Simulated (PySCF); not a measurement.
CH₆GaNO₂. Atoms are numbered in the order given.

```xyz
11

Ga     0.0154     0.3764     0.0000
N      0.7435    -1.2830     0.0000
C      0.0004    -2.5301     0.0000
H      1.7508    -1.3993     0.0000
H      0.2115    -3.1512    -0.8919
H      0.2115    -3.1512     0.8919
H     -1.0803    -2.3224     0.0000
O     -1.7667     0.5020     0.0000
H     -2.0779     1.4159     0.0000
O      0.9416     1.9108     0.0000
H      1.9004     1.8007     0.0000
```
Charge 0, spin multiplicity 1.

The structure is a stationary point at B3LYP-D3(BJ)/def2-SVP. One conformer was computed; it need not be the lowest.

Method: PBE/def2-TZVP run with PySCF.

Symmetry labels are those of the subgroup Cs that the program uses (full group Cs).

Computed valence orbital energies around the gap with their symmetry:
```csv
orbital,symmetry,energy (eV)
HOMO−7,A',-10.33
HOMO−6,A",-10.15
HOMO−5,A',-8.88
HOMO−4,A',-7.76
HOMO−3,A',-7.60
HOMO−2,A",-7.49
HOMO−1,A",-6.84
HOMO,A",-5.38
LUMO,A',-1.38
LUMO+1,A",-0.09
LUMO+2,A',0.40
LUMO+3,A',0.67
```
